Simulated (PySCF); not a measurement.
## [Gd(NH2)2]+: from a saddle point downhill

PySCF 2.14.0, RKS PBE0, Gd lcecp-1-SVP with ECP53, N def2-SVP, H def2-SVP; non-relativistic Hamiltonian with scalar-relativistic core potentials where named; density fitting; no spin-orbit coupling. Relaxed within the symmetry of its start, the geometry (C2v) is

```xyz
7

Gd    0.0000    0.0000   -0.2124
N     1.7390    0.0000    0.9871
H     2.1474   -0.8102    1.4613
H     2.1474    0.8102    1.4613
N    -1.7390    0.0000    0.9871
H    -2.1474    0.8102    1.4613
H    -2.1474   -0.8102    1.4613
```

and its lowest harmonic modes are -392, -389, 151, 355, 382, 541 cm⁻¹ (negative: unstable). It was moved along the lowest mode and relaxed again, within the group Cs that the move left.

Where does it end, and how much lower?

In C2v, 0.515 eV lower, after 18 steps:
```xyz
7

Gd    0.0000    0.7871    0.0251
N     1.6607    0.0318    1.0503
H     1.6017   -0.5724    1.8746
H     2.6585    0.1609    0.8661
N    -1.6607    0.0318    1.0503
H    -2.6585    0.1609    0.8661
H    -1.6017   -0.5724    1.8746
```

How do the contacts change?


```tsv
contact	saddle (Å)	end (Å)
Gd1–N2 (NH2)	2.113	2.093
Gd1–N5 (NH2)	2.113	2.093
```


Is the end a minimum?

Yes; lowest modes 134, 239, 266, 371, 448, 605 cm⁻¹.

An lcecp potential fixes the number of 4f electrons, so in runs with it no electron can move into or out of that shell.

State: singlet in the valence, with the 4f electrons in the core potential.
